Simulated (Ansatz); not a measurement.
Consider the substitution at a C–Si bond: `C#C[Si](F)(F)F` + `[SiH3][SeH]` → `C#C[Se][SiH3]` + `F[SiH](F)F`.

Program: Ansatz. Geometries: PBE0-D4/def2-TZVP. ΔE: electronic, gas phase. CCSD(T)/CBS adds triple-zeta CCSD(T) − MP2 to the extrapolated MP2 energy (def2 sets, frozen cores). Functionals use def2-TZVPP. HSE06 is defined as in plane-wave codes. For Se outer-core shells are correlated without core-valence functions, which leaves a few kJ/mol of doubt a bond. Scalar relativity is left out up to krypton.

`C#C[Si](F)(F)F`:

Cartesian coordinates in Å:
```
C 0.704 -1.598 0.913
C 0.274 -0.622 0.356
Si -0.367 0.832 -0.475
F -0.243 2.099 0.443
F -1.881 0.641 -0.843
F 0.426 1.111 -1.801
H 1.086 -2.463 1.408
```

`[SiH3][SeH]`:

```xyz
6

Si    0.574    0.015    0.042
Se   -1.578    0.491    0.621
H     0.847   -1.442    0.113
H     1.404    0.734    1.038
H     0.887    0.500   -1.325
H    -2.133   -0.298   -0.488
```

`C#C[Se][SiH3]`:

Cartesian coordinates in Å:
```
C -0.485 2.021 -1.218
C 0.340 1.337 -0.669
Se 1.620 0.328 0.154
Si 0.143 -1.319 0.759
H -1.214 2.627 -1.703
H -0.903 -0.758 1.645
H -0.469 -1.916 -0.451
H 0.967 -2.319 1.482
```

`F[SiH](F)F`:

Z-matrix (Å, degrees):
```
Si
F 1 1.573
F 1 1.573 2 108.3
F 1 1.573 2 108.3 3 117.1
H 1 1.461 2 110.7 3 -121.4
```

```csv
level,ΔE (kJ/mol)
PBE0-D4,70.7
HSE06-D4,70.4
```

(1) What does CCSD(T)/CBS give? (Estimate.)

Largest T1 diagnostic among the species: 0.013.

## Answers

(1) Ansatz gave: +75.4 kJ/mol. The listed levels differ from it by -4.7, -5.0 kJ/mol.

In def2-TZVPP, CCSD(T) changes the Hartree–Fock value by −10.5 kJ/mol (the triples alone add −2.5 kJ/mol) and MP2 by −17.3 kJ/mol. Leaving LDA and LC-ωPBE aside and taking each functional with its dispersion term where it has one, the values, not all of them listed here, spread over 15.5 kJ/mol, from revPBE-D4 to B97M-V. From PBE to PBE0 (25 % exact exchange), in def2-TZVPP and without D4, ΔE moves by +4.5 kJ/mol.
